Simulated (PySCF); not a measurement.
Species: C9H13N.
Bonds: C1–C2, C2–C3, C2–C4, C2–C5, C5–C6 (aromatic), C6–C7 (aromatic), C7–N8 (aromatic), N8–C9 (aromatic), C9–C10 (aromatic), C5–C10 (aromatic). Hydrogens: H11, H12, H13 on C1; H14, H15, H16 on C3; H17, H18, H19 on C4; H20 on C6; H21 on C7; H22 on C9; H23 on C10.

The same species was optimised twice, with GFN2-xTB and with PBE0-D3(BJ)/def2-SVP (PySCF), and the same property calculations (PySCF, gas phase) were run on both structures.

```json
{"coordinate": "C6–C7 (Å)", "GFN2-xTB": "1.387", "PBE0-D3(BJ)/def2-SVP": "1.396", "change": "+0.009"}
{"coordinate": "N8–C9 (Å)", "GFN2-xTB": "1.323", "PBE0-D3(BJ)/def2-SVP": "1.332", "change": "+0.009"}
{"coordinate": "C2–C5 (Å)", "GFN2-xTB": "1.518", "PBE0-D3(BJ)/def2-SVP": "1.527", "change": "+0.009"}
{"coordinate": "C9–C10 (Å)", "GFN2-xTB": "1.384", "PBE0-D3(BJ)/def2-SVP": "1.391", "change": "+0.007"}
{"coordinate": "C7–N8 (Å)", "GFN2-xTB": "1.320", "PBE0-D3(BJ)/def2-SVP": "1.328", "change": "+0.008"}
{"coordinate": "C5–C10 (Å)", "GFN2-xTB": "1.394", "PBE0-D3(BJ)/def2-SVP": "1.402", "change": "+0.008"}
{"coordinate": "C5–C6 (Å)", "GFN2-xTB": "1.391", "PBE0-D3(BJ)/def2-SVP": "1.397", "change": "+0.006"}
{"coordinate": "C1–C2 (Å)", "GFN2-xTB": "1.531", "PBE0-D3(BJ)/def2-SVP": "1.529", "change": "-0.002"}
{"coordinate": "C2–C3 (Å)", "GFN2-xTB": "1.535", "PBE0-D3(BJ)/def2-SVP": "1.536", "change": "+0.001"}
{"coordinate": "C2–C4 (Å)", "GFN2-xTB": "1.535", "PBE0-D3(BJ)/def2-SVP": "1.536", "change": "+0.001"}
{"coordinate": "C2–C5–C10 (°)", "GFN2-xTB": "120.2", "PBE0-D3(BJ)/def2-SVP": "120.6", "change": "+0.4"}
{"coordinate": "C1–C2–C5 (°)", "GFN2-xTB": "112.4", "PBE0-D3(BJ)/def2-SVP": "112.0", "change": "-0.4"}
{"coordinate": "C7–N8–C9 (°)", "GFN2-xTB": "117.1", "PBE0-D3(BJ)/def2-SVP": "116.7", "change": "-0.4"}
{"coordinate": "C6–C5–C10 (°)", "GFN2-xTB": "116.4", "PBE0-D3(BJ)/def2-SVP": "116.0", "change": "-0.4"}
{"coordinate": "C5–C6–C7 (°)", "GFN2-xTB": "119.4", "PBE0-D3(BJ)/def2-SVP": "119.7", "change": "+0.3"}
{"coordinate": "C1–C2–C3 (°)", "GFN2-xTB": "108.4", "PBE0-D3(BJ)/def2-SVP": "108.6", "change": "+0.2"}
{"coordinate": "N8–C9–C10 (°)", "GFN2-xTB": "123.6", "PBE0-D3(BJ)/def2-SVP": "123.8", "change": "+0.2"}
{"coordinate": "C5–C10–C9 (°)", "GFN2-xTB": "119.6", "PBE0-D3(BJ)/def2-SVP": "119.8", "change": "+0.2"}
{"coordinate": "C1–C2–C5–C6 (°)", "GFN2-xTB": "0", "PBE0-D3(BJ)/def2-SVP": "0", "change": "0"}
```

Rotational constants: A = 2647, B = 959.9, C = 833.0 MHz (GFN2-xTB) against A = 2627, B = 949.3, C = 823.6 MHz (PBE0-D3(BJ)/def2-SVP). Point groups within 0.08 Å: Cs and Cs.

On the GFN2-xTB structure: HOMO (eV) -7.24 [PBE0/pcSseg-1]; LUMO (eV) -0.58 [PBE0/pcSseg-1]; dipole (D) 2.89 [PBE0/pcSseg-1]; GIAO shielding of C1/C3/C4 (mean) (ppm) 154.3 [PBE0/pcSseg-1]; GIAO shielding of C2 (ppm) 150.3 [PBE0/pcSseg-1]; GIAO shielding of C5 (ppm) 21.8 [PBE0/pcSseg-1]; GIAO shielding of C6/C10 (mean) (ppm) 61.7 [PBE0/pcSseg-1]; GIAO shielding of C7/C9 (mean) (ppm) 31.0 [PBE0/pcSseg-1]; GIAO shielding of N8 (ppm) -85.7 [PBE0/pcSseg-1].

Question: What do these properties become on the PBE0-D3(BJ)/def2-SVP structure?

Answer: 
| property | level | on GFN2-xTB | on PBE0-D3(BJ)/def2-SVP | change |
| --- | --- | --- | --- | --- |
| HOMO (eV) | PBE0/pcSseg-1 | -7.24 | -7.28 | -0.04 |
| LUMO (eV) | PBE0/pcSseg-1 | -0.58 | -0.65 | -0.07 |
| dipole (D) | PBE0/pcSseg-1 | 2.89 | 2.92 | +0.03 |
| energy, GFN2-xTB geometry as zero (kcal/mol) | PBE0/pcSseg-1 | 0.0 | -0.5 | -0.5 |
| GIAO shielding of C1/C3/C4 (mean) (ppm) | PBE0/pcSseg-1 | 154.3 | 152.2 | -2.1 |
| GIAO shielding of C2 (ppm) | PBE0/pcSseg-1 | 150.3 | 149.4 | -0.9 |
| GIAO shielding of C5 (ppm) | PBE0/pcSseg-1 | 21.8 | 20.1 | -1.7 |
| GIAO shielding of C6/C10 (mean) (ppm) | PBE0/pcSseg-1 | 61.7 | 58.9 | -2.8 |
| GIAO shielding of C7/C9 (mean) (ppm) | PBE0/pcSseg-1 | 31.0 | 28.8 | -2.2 |
| GIAO shielding of N8 (ppm) | PBE0/pcSseg-1 | -85.7 | -89.8 | -4.1 |

The heavy atoms differ by 0.013 Å rms after alignment. Among bonds between heavy atoms C2–C5, C5–C10, C6–C7, C7–N8 and N8–C9 change most and about equally (+0.008 to +0.009 Å). Changes are differences of the printed values. Neither structure is proved a minimum here.

Shape of the structure used: `[CH3:1][C:2]([CH3:3])([CH3:4])[c:5]1[cH:6][cH:7][n:8][cH:9][cH:10]1`: C1–C2–C5–C6 0°.
